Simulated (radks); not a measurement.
The numbers below are computed, except where a source is named.
Spin polarisation of the 4p5 shell in the krypton ion Kr+. Start: [Ar] 3d10 4s2 4p(up 2.5, down 2.5); electrons of 4p are moved from spin down to spin up, other shells keep equal spins. Code: a radial shooting solver on a logarithmic mesh with Libxc functionals. Model: scalar-relativistic Kohn-Sham, BLYP, spin-polarised, spherical densities, finite nucleus; Fermi nuclear charge, rms radius of each element as measured or else 0.836 A^(1/3) + 0.57 fm.

moment (Bohr magnetons)  E - E(0) (eV)  e(4p up) (eV)  e(4p down) (eV)  4s down minus up (eV)  3d down minus up (eV)
0                                0.000        -19.382          -19.382                  0.000                 0.000
0.25                            -0.013        -19.482          -19.279                  0.212                  0.033
0.5                             -0.051        -19.577          -19.172                  0.424                  0.066
0.75                            -0.114        -19.669          -19.062                  0.635                  0.100
1                               -0.202        -19.756          -18.949                  0.845                  0.133

At moment 1 the spin-polarisation energy is -0.202 eV and the 4p exchange splitting 0.808 eV, that is 0.808 eV per Bohr magneton; E = -I m^2/4 would give I = 0.810 eV.
